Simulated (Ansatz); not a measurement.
Computed with Ansatz on PBE0-D4/def2-TZVP structures; ΔE is electronic, products minus reactants. CCSD(T)/CBS is the MP2 limit (def2-TZVPP, def2-QZVPP) plus CCSD(T) − MP2 in def2-TZVPP, frozen cores. Functionals use def2-TZVPP. B3LYP here is the variant with VWN-RPA as its local correlation; programs differ in this. For Br, Ge outer-core shells are correlated without core-valence functions, which leaves a few kJ/mol of doubt a bond. Scalar relativity is left out up to krypton. Each species was taken in one conformer, which may not be the lowest.

Reaction (substitution at a C–Ge bond): `[CH3][GeH2][CH]=O` + `NBBr` → `CNBBr` + `O=[CH][GeH3]`

```
             level  ΔE (kJ/mol)  difference from CCSD(T)/CBS
           PBE0-D4         62.7                         -3.6
          B3LYP-D4         61.1                         -5.2
           ωB97X-V         62.2                         -4.1
            B2PLYP         63.8                         -2.5
               PBE         60.1                         -6.2
            r2SCAN         64.9                         -1.4
             B3LYP         59.8                         -6.5
     HF/def2-TZVPP         59.4                         -6.9
SCS-MP2/def2-TZVPP         66.2                         -0.1
CCSD(T)/def2-TZVPP         66.1                         -0.2
     HF/def2-QZVPP         58.2                         -8.1
    MP2/def2-QZVPP         71.0                          4.7
SCS-MP2/def2-QZVPP         66.0                         -0.3
      HF/CBS(def2)         58.1                         -8.2
     MP2/CBS(def2)         71.5                          5.2
    CCSD/CBS(def2)         66.0                         -0.3
       CCSD(T)/CBS         66.3                            0
```

Largest T1 diagnostic among the species: 0.014.

In def2-TZVPP, CCSD(T) changes the Hartree–Fock value by +6.7 kJ/mol (the triples alone add +0.3 kJ/mol) and MP2 by +11.9 kJ/mol.
